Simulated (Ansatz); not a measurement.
The cluster Cd3S4. The state is a singlet with charge 0. Geometry PBE-D4/def2-SVP.

```
atom    x (Å)    y (Å)    z (Å)
 Cd1  -0.4861   0.8229  -1.6789
 Cd2   0.7064  -1.4398   1.0772
 Cd3  -0.5335   1.4880   1.4518
  S4  -1.6813   2.4370  -0.4034
  S5   0.7691   0.1060   2.8847
  S6   1.0091  -0.9404  -2.3046
  S7   0.2163  -2.4737  -1.0267
```

In the def2 sets Cd takes a core potential; there is no spin–orbit coupling. The structure comes from a short search, and lower isomers may exist.

**Question.** Estimate the orbital energies around the gap (eV) in Ansatz with PBE-D4/def2-TZVP, r2SCAN-D4/def2-TZVP, r2SCANh-D4/def2-TZVP, PBE0-D4/def2-SVP, PBE0-D4/def2-TZVP.

**Answer.** 
```
orbital  PBE-D4/def2-TZVP  r2SCAN-D4/def2-TZVP  r2SCANh-D4/def2-TZVP  PBE0-D4/def2-SVP  PBE0-D4/def2-TZVP
 HOMO−9             -8.85                -9.13                 -9.53             -9.96              -9.93
 HOMO−8             -8.39                -8.66                 -9.09             -9.57              -9.55
 HOMO−7             -8.24                -8.48                 -8.89             -9.36              -9.33
 HOMO−6             -7.65                -7.91                 -8.30             -8.72              -8.71
 HOMO−5             -7.60                -7.86                 -8.25             -8.68              -8.66
 HOMO−4             -7.16                -7.40                 -7.77             -8.17              -8.17
 HOMO−3             -6.43                -6.68                 -7.10             -7.53              -7.55
 HOMO−2             -6.02                -6.27                 -6.69             -7.11              -7.14
 HOMO−1             -5.97                -6.18                 -6.54             -6.94              -6.96
   HOMO             -5.58                -5.77                 -6.14             -6.54              -6.57
   LUMO             -3.13                -2.97                 -2.69             -2.36              -2.36
 LUMO+1             -2.93                -2.77                 -2.46             -2.11              -2.10
 LUMO+2             -2.54                -2.40                 -2.16             -1.79              -1.89
 LUMO+3             -2.25                -2.07                 -1.74             -1.31              -1.36
 LUMO+4             -2.14                -1.95                 -1.64             -1.21              -1.28
 LUMO+5             -1.39                -1.19                 -0.94             -0.59              -0.67
```
